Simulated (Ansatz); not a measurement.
Li9⁻, relaxed as a singlet with RKS r2SCAN/def2-TZVPD in Ansatz, starting from the GFN2-xTB geometry. Force threshold 0.02 eV/Å.

The restricted singlet is unstable towards broken spin symmetry in Hartree–Fock (as tested in another run); at r2SCAN/def2-TZVPD this wasn't settled. Another isomer (singlet) lies 0.04 eV lower at PBE0/def2-TZVPD; other spin states weren't run for this one.

Start:

```xyz
9

Li    0.581    1.987    0.326
Li   -0.516   -2.112   -0.476
Li    1.570   -0.530   -0.697
Li   -1.932    1.563   -0.078
Li    1.857    0.494    1.947
Li   -0.977   -0.187    1.314
Li    0.967   -1.875    1.598
Li    0.317    1.089   -2.072
Li   -1.868   -0.430   -1.863
```

```json
{"step": "1", "energy (eV)": "-1839.3363", "largest force component (eV/Å)": "0.876", "SCF passes": "23"}
{"step": "2", "energy (eV)": "-1839.8025", "largest force component (eV/Å)": "0.578", "SCF passes": "32"}
{"step": "3", "energy (eV)": "-1840.0998", "largest force component (eV/Å)": "0.416", "SCF passes": "38"}
{"step": "4", "energy (eV)": "-1840.2904", "largest force component (eV/Å)": "0.268", "SCF passes": "38"}
{"step": "5", "energy (eV)": "-1840.4247", "largest force component (eV/Å)": "0.144", "SCF passes": "32"}
{"step": "6", "energy (eV)": "-1840.5268", "largest force component (eV/Å)": "0.143", "SCF passes": "28"}
{"step": "7", "energy (eV)": "-1840.6149", "largest force component (eV/Å)": "0.126", "SCF passes": "24"}
{"step": "8", "energy (eV)": "-1840.6936", "largest force component (eV/Å)": "0.104", "SCF passes": "25"}
{"step": "9", "energy (eV)": "-1840.7512", "largest force component (eV/Å)": "0.052", "SCF passes": "25"}
{"step": "10", "energy (eV)": "-1840.7776", "largest force component (eV/Å)": "0.041", "SCF passes": "24"}
{"step": "11", "energy (eV)": "-1840.7898", "largest force component (eV/Å)": "0.032", "SCF passes": "25"}
{"step": "12", "energy (eV)": "-1840.8074", "largest force component (eV/Å)": "0.038", "SCF passes": "25"}
{"step": "13", "energy (eV)": "-1840.8312", "largest force component (eV/Å)": "0.047", "SCF passes": "25"}
{"step": "14", "energy (eV)": "-1840.8533", "largest force component (eV/Å)": "0.041", "SCF passes": "25"}
{"step": "15", "energy (eV)": "-1840.8671", "largest force component (eV/Å)": "0.065", "SCF passes": "25"}
{"step": "16", "energy (eV)": "-1840.8689", "largest force component (eV/Å)": "0.040", "SCF passes": "24"}
{"step": "17", "energy (eV)": "-1840.8719", "largest force component (eV/Å)": "0.014", "SCF passes": "25"}
```

Force components are those of the run's own axes.

End:

```xyz
9

Li   -0.271    1.905    0.489
Li   -0.514   -2.828   -0.399
Li    1.246   -0.603   -0.518
Li   -2.332    3.000   -1.642
Li    2.028    0.490    1.972
Li   -0.670   -0.788    1.771
Li    1.870   -2.652    1.669
Li    0.376    1.518   -2.386
Li   -1.734   -0.041   -0.954
```

Bonds lost: Li4–Li6 (atoms count from 1). Bonds formed: Li1–Li9, Li3–Li6, Li3–Li9, Li6–Li9 (atoms count from 1). Metal–metal contacts that move far: Li5–Li7 2.55 to 3.16 Å, Li2–Li7 2.56 to 3.16 Å, Li1–Li4 2.58 to 3.16 Å, Li6–Li7 2.59 to 3.15 Å, Li1–Li5 2.55 to 3.08 Å, Li2–Li9 2.57 to 3.09 Å.

No frequencies were taken in this run, so the end may be a saddle point.

It took 65 s on 2 threads of Arm Neoverse V2 on a shared host.
